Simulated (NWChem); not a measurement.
MgHCl; SMILES [MgH][Cl]

```xyz
3

Mg    -0.0019     1.1358     0.0000
H     -0.0077     2.8290     0.0000
Cl     0.0014    -1.0756     0.0000
```
Atoms are numbered in this order, from 1.

All runs use the structure optimised with B3LYP/6-31G* (spherical d).

 Unshifted, non-relativistic core excitations; the lowest 4 roots alone, so stronger bands may lie above.

Problem. List the first Cl K-edge excitations from PBE/cc-pVTZ, restricted-window TDA (NWChem).

Solution. 
| state | energy (eV) | dipole oscillator strength | leading excitation (squared amplitude) |
|---|---|---|---|
| S1 | 2737.4 | 0.0008 | 1s of atom 3 or its equivalents → LUMO (1.00) |
| S2 | 2737.9 | 0.0006 | 1s of atom 3 or its equivalents → LUMO+1 (1.00) |
| S3 | 2737.9 | 0.0006 | 1s of atom 3 or its equivalents → LUMO+2 (1.00) |
| S4 | 2739.9 | 0.0000 | 1s of atom 3 or its equivalents → LUMO+3 (1.00) |
